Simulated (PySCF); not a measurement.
## Polarisability and C₆ of Au²⁺ (gold, charge +2)

[Xe] 4f14 5d9, 2D determinant. Computed with PySCF 2.14 in aug-cc-pwCVTZ-PP with ECP60MDF, with scalar relativity through the core potential. Coupled (time-dependent) response in atomic units; α is the mean over directions.

```csv
method,mean α (bohr³),"α xx, yy, zz",C₆ (like pair),S(−4)
MN15,8.935,"8.857, 8.857, 9.091",58.03,16.58
```

S(−4) is the Cauchy moment in α(ω) = α(0) + S(−4) ω² + …

Spin-orbit coupling is absent.

α(iu) at MN15:

```csv
u (hartree),α(iu) (bohr³)
0,8.935
0.0500,8.894
0.100,8.774
0.200,8.347
0.300,7.771
0.500,6.554
0.750,5.271
1.00,4.288
1.50,2.955
2.00,2.135
3.00,1.239
5.00,0.5516
```

For an ion, C₆ is the dispersion term alone; charge-induced terms of lower order in 1/R come first.

The components differ because the open shell of this determinant is not spherical; for a pure term their mean is the scalar polarisability.

Energies and moments cover only the electrons outside the core potential. Spin-orbit coupling, absent here, splits the open shell strongly.
